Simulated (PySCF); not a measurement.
**Polarisability and C₆ of Eu³⁺ (europium, charge +3)**

[Xe] 4f6, high-spin 7F determinant. All numbers are calculated (PySCF 2.14, the spin-free X2C one-electron Hamiltonian (Gaussian nucleus), in ANO-RCC-VTZP (8s7p5d3f2g1h, 104 functions)). Coupled (time-dependent) response in atomic units; α is the mean over directions. The basis has no added diffuse functions, which lowers α and C₆.

```json
{"method": "UHF", "mean α (bohr³)": "5.717", "α xx, yy, zz": "5.660, 5.660, 5.831", "C₆ (like pair)": "32.76", "S(−4)": "4.745"}
```

S(−4) is the Cauchy moment in α(ω) = α(0) + S(−4) ω² + …

Spin-orbit coupling is absent.

α(iu) at UHF:

| u (hartree) | α(iu) (bohr³) |
| --- | --- |
| 0 | 5.717 |
| 0.0500 | 5.705 |
| 0.100 | 5.670 |
| 0.200 | 5.540 |
| 0.300 | 5.345 |
| 0.500 | 4.843 |
| 0.750 | 4.151 |
| 1.00 | 3.504 |
| 1.50 | 2.503 |
| 2.00 | 1.851 |
| 3.00 | 1.134 |
| 5.00 | 0.5655 |

A single London oscillator, α(iu) = α/(1 + u²/ω²), gives C₆ = (3/4) ω α². Matching the computed C₆ needs ω = 4 × 32.76 / (3 × 5.717²) = 1.34 hartree.

For an ion, C₆ is the dispersion term alone; charge-induced terms of lower order in 1/R come first.

The components differ because the open shell of this determinant is not spherical; for a pure term their mean is the scalar polarisability.

Spin-orbit coupling, absent here, splits the open shell strongly.
